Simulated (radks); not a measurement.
Fractional charge and spin in the 5p shell of europium: the spin-up occupation runs from 2 to 3 and the spin-down occupation from 2 to 3; the fullest corner is Eu, [Kr] 4d10 4f(up 3.5, down 3.5) 5s2 6s2 5p(up 3, down 3). Calculated with a radial shooting solver on a logarithmic mesh with Libxc functionals: scalar-relativistic Kohn-Sham, PBEsol, spin-polarised, spherical densities, finite nucleus; Fermi nuclear charge, rms radius of each element as measured or else 0.836 A^(1/3) + 0.57 fm. Energy (eV) above the fullest corner. The planes named below are the two flat planes that join the four corners, with an edge along up + down = one added electron.

down \ up       2    2.25     2.5    2.75       3
2          68.752  57.654  47.275  37.603  28.622
2.25       57.654  47.329  37.708  28.777  20.518
2.5        47.275  37.708  28.828  20.619  13.062
2.75       37.603  28.777  20.619  13.111   6.231
3          28.622  20.518  13.062   6.231   0.000

Corners above the fullest one (they belong to Eu+ and the next ion): (up 3, down 2) 28.622 eV, (up 2, down 3) 28.622 eV, (up 2, down 2) 68.752 eV. With half an added electron in each spin the energy lies 0.206 eV from the planes, and with half an added electron in spin up alone -1.412 eV. The planes are only a guide here: the flat-plane condition holds for ground states with one frontier orbital, while this shell lies below other occupied shells, so the corners above the fullest one are inner-hole states and not the ground states of those ions.
